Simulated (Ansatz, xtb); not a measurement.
Relative energy of two isomers of C3H9BGeO

Structure X: `OB1C[CH2][GeH2][CH2]1`, a singlet. Structure Y: `O[B]1CC[CH2][GeH2]1`, a singlet. Both are isolated molecules in the gas phase, relaxed with PBE-D3(BJ)/def2-SVP; the shapes shown needn't be the lowest conformers.

X (Å):

```xyz
15

C     1.8967   -0.3250    1.1878
C     2.6609   -1.5712    0.6785
C    -0.2923   -1.7769    0.5955
B     0.4041   -0.7465    1.5772
Ge    1.2689   -2.7117   -0.1925
O    -0.2534   -0.3166    2.6970
H     0.2978    0.2848    3.2315
H     1.7962    0.4109    0.3538
H     2.4505    0.2118    1.9905
H     3.0774   -2.1496    1.5297
H     3.5096   -1.3322    0.0073
H     1.3769   -4.2076    0.2183
H     1.3012   -2.6227   -1.7458
H    -0.8033   -1.2208   -0.2210
H    -1.0492   -2.4297    1.0711
```

Y (Å):

| atom | x (Å) | y (Å) | z (Å) |
| --- | --- | --- | --- |
| C | 1.2696 | 1.4219 | 1.0633 |
| C | -0.1626 | 1.2691 | 1.6256 |
| C | -1.0912 | 0.5884 | 0.5976 |
| B | 1.7431 | 0.0888 | 0.3541 |
| Ge | -0.0239 | -0.9411 | -0.1172 |
| O | 3.0613 | -0.1754 | 0.1440 |
| H | 3.2051 | -1.0151 | -0.3270 |
| H | 1.2614 | 2.1890 | 0.2483 |
| H | 1.9949 | 1.7982 | 1.8160 |
| H | -0.1203 | 0.6432 | 2.5450 |
| H | -0.5767 | 2.2491 | 1.9488 |
| H | -2.0630 | 0.2881 | 1.0355 |
| H | -1.3063 | 1.2739 | -0.2501 |
| H | -0.3459 | -1.2812 | -1.6010 |
| H | -0.2951 | -2.2294 | 0.7170 |

Quicker runs give these differences E(Y) − E(X): GFN2-xTB −2.2 kJ/mol; HF/STO-3G +55.8 kJ/mol (at GFN2-xTB geometries); r2SCAN-D4/def2-SVP +50.5 kJ/mol (at GFN2-xTB geometries).

Question: Estimate which is lower in electronic energy at CCSD(T)/def2-SVP + ΔMP2/def2-TZVPP, and by roughly how much.

Answer: The CCSD(T)/def2-SVP + ΔMP2/def2-TZVPP calculation puts structure X lower, by 49.1 kJ/mol.

Level by level:

```json
{"level": "GFN2-xTB", "geometry": "GFN2-xTB", "E(Y) − E(X) (kJ/mol)": "−2.2", "departure from the last row (kJ/mol)": "−51.4", "job, with rough time for the two": "optimisation, 0.32 s"}
{"level": "HF/STO-3G", "geometry": "GFN2-xTB", "E(Y) − E(X) (kJ/mol)": "+55.8", "departure from the last row (kJ/mol)": "+6.6", "job, with rough time for the two": "single point, 0.44 s"}
{"level": "r2SCAN-D4/def2-SVP", "geometry": "GFN2-xTB", "E(Y) − E(X) (kJ/mol)": "+50.5", "departure from the last row (kJ/mol)": "+1.3", "job, with rough time for the two": "single point, 4.2 s"}
{"level": "PBE-D3(BJ)/def2-SVP", "geometry": "PBE-D3(BJ)/def2-SVP", "E(Y) − E(X) (kJ/mol)": "+40.7", "departure from the last row (kJ/mol)": "−8.4", "job, with rough time for the two": "optimisation, 44 s"}
{"level": "HF/def2-SVP", "geometry": "PBE-D3(BJ)/def2-SVP", "E(Y) − E(X) (kJ/mol)": "+53.8", "departure from the last row (kJ/mol)": "+4.7", "job, with rough time for the two": "part of the CCSD(T) run"}
{"level": "MP2/def2-SVP", "geometry": "PBE-D3(BJ)/def2-SVP", "E(Y) − E(X) (kJ/mol)": "+48.8", "departure from the last row (kJ/mol)": "−0.3", "job, with rough time for the two": "part of the CCSD(T) run"}
{"level": "CCSD(T)/def2-SVP", "geometry": "PBE-D3(BJ)/def2-SVP", "E(Y) − E(X) (kJ/mol)": "+43.8", "departure from the last row (kJ/mol)": "−5.3", "job, with rough time for the two": "single point"}
{"level": "CCSD(T)/def2-SVP + ΔMP2/def2-TZVPP", "geometry": "PBE-D3(BJ)/def2-SVP", "E(Y) − E(X) (kJ/mol)": "+49.1", "departure from the last row (kJ/mol)": "", "job, with rough time for the two": "single point, 95 s"}
```

As drawn, Y has 1 C–C, 1 B–Ge in place of 1 C–B, 1 C–Ge.

GFN2-xTB puts the two in the other order. The largest departure from CCSD(T)/def2-SVP + ΔMP2/def2-TZVPP is that of GFN2-xTB, 51.4 kJ/mol. The last row adds to CCSD(T) the change of the MP2 difference between the two basis sets, here +5.3 kJ/mol.

With thermal terms from frequencies at re-optimised GFN2-xTB minima (ideal gas, soft modes damped towards free rotors, one conformer each, 298.15 K, 1 atm): on the last row, ΔE + ΔZPE = +54.4, ΔH = +53.9, ΔG = +55.0 kJ/mol.

The correlated steps freeze 14 core orbitals; the filled d shell of Ge is correlated, in a basis made for valence electrons. Programs: Ansatz 0.2.0, xtb 6.7.1; the last row on 4 threads of Arm Neoverse V1 on a shared host.
